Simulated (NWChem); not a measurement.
Molecule: C$_{2}$H$_{4}$FNOSi; SMILES [Si@](O)(F)(C#C)N

```xyz
10

C      0.1427     2.7252    -0.0345
C      0.0439     1.5136     0.0061
Si    -0.0416    -0.3091     0.0316
N      0.9508    -1.1359    -1.0854
O     -1.6267    -0.6820    -0.1872
F      0.4924    -0.7930     1.4818
H      0.2241     3.7976    -0.0646
H      1.9162    -1.3266    -0.8412
H      0.8475    -0.9784    -2.0812
H     -1.8128    -1.6189    -0.3071
```
Atoms are numbered in this order, from 1.

Results from NWChem. Pople sets run with spherical d functions. All runs use the structure optimised with PBE0/def2-SVP. Atomic charges in e: unrestrained fits to the electrostatic potential beside Mulliken populations; buried atoms are poorly determined by the fit.

For level B3LYP/def2-SVP:

| Quantity | Result |
|---|---|
| Mulliken C2 | 0.02 |
| ESP Si3 | 1.27 |
| Mulliken Si3 | 0.78 |
| ESP N4 | -1.01 |
| Mulliken N4 | -0.35 |
| ESP O5 | -0.70 |
| Mulliken O5 | -0.36 |

Task: How do the values read with level Hartree-Fock/6-31G* instead?

Result: Mulliken C2: -0.30
ESP Si3: 1.54
Mulliken Si3: 1.42
ESP N4: -1.21
Mulliken N4: -1.07
ESP O5: -0.81
Mulliken O5: -0.87
